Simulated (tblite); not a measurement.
C6H16N2, charge -1, doublet, at the geometry of the source list (a state made from the parent by changing its charge; the spin is typed, not shown lowest); tblite with GFN1-xTB.

Input for tblite:
```
$ tblite run mol.xyz --method gfn1 --charge -1 --spin 1 --grad --json tblite.json --no-restart

# file mol.xyz
24

C      2.41240000    -1.09460000     0.97750000
N      1.34980000    -0.27300000     0.44100000
C      1.86760000     0.93370000    -0.16730000
C      0.51700000    -1.04020000    -0.46510000
C     -0.68000000    -0.25830000    -1.01810000
N     -1.30650000     0.61790000    -0.04710000
C     -1.76190000    -0.09170000     1.12920000
C     -2.37730000     1.37450000    -0.65780000
H      2.98100000    -0.51240000     1.70130000
H      1.98200000    -1.95600000     1.48840000
H      3.10470000    -1.46230000     0.20110000
H      1.03490000     1.59190000    -0.39930000
H      2.44490000     0.73210000    -1.08520000
H      2.51830000     1.43740000     0.54630000
H      0.15820000    -1.91350000     0.08710000
H      1.09680000    -1.41460000    -1.33220000
H     -0.35230000     0.36710000    -1.85340000
H     -1.39960000    -0.99750000    -1.42300000
H     -0.89800000    -0.50100000     1.64530000
H     -2.26120000     0.61180000     1.79430000
H     -2.46660000    -0.90510000     0.88770000
H     -3.19590000     0.73580000    -1.03100000
H     -1.98270000     1.94980000    -1.49550000
H     -2.78580000     2.06820000     0.07570000
```

Output, abridged:

```
xTB calculator
 | screened Coulomb repulsion
 | Coulomb electrostatics
 |  * isotropic Klopman-Ohno-Mataga-Nishimoto electrostatics
 |  * onsite third-order electrostatics
 | DFT-D3(BJ) dispersion correction

halogen bonding energy    0.0000000000000E+00 Eh
repulsion energy          3.3042505086224E-01 Eh
dispersion energy        -1.0430776035177E-02 Eh
number of electrons       5.1000000000000E+01 e
integral cutoff           1.9731147476801E+01 bohr

------------------------------------------------------------
  cycle        total energy    energy error   density error
------------------------------------------------------------
      1     -27.64645202383  -2.7966446E+01   5.3119872E-01
      2     -27.70537834754  -5.8926324E-02   3.1781036E-01
      3     -27.68384915940   2.1529188E-02   8.4947536E-02
      4     -27.71927165466  -3.5422495E-02   2.3920294E-02
      5     -27.72143473196  -2.1630773E-03   8.9976547E-03
      6     -27.70092922914   2.0505503E-02   3.0951863E-02
      7     -27.72190997486  -2.0980746E-02   7.8423043E-03
      8     -27.72059394993   1.3160249E-03   1.1534763E-02
      9     -27.72263592308  -2.0419731E-03   2.8664144E-03
     10     -27.72243506944   2.0085364E-04   4.4565183E-03
     11     -27.72270982766  -2.7475822E-04   1.0498984E-03
     12     -27.72272903762  -1.9209960E-05   1.8197912E-04
     13     -27.72272943912  -4.0150382E-07   6.8746777E-05
     14     -27.72272947719  -3.8067533E-08   2.6360598E-05
     15     -27.72272948808  -1.0889874E-08   5.9941377E-06
------------------------------------------------------------

electronic energy        -2.8042723762909E+01 Eh
total energy             -2.7722729488082E+01 Eh

Post processing:
 | Mayer-Wiberg bond orders

[Info] Tight-binding results written to 'tblite.txt'
[Info] JSON dump of results written to 'tblite.json'
```
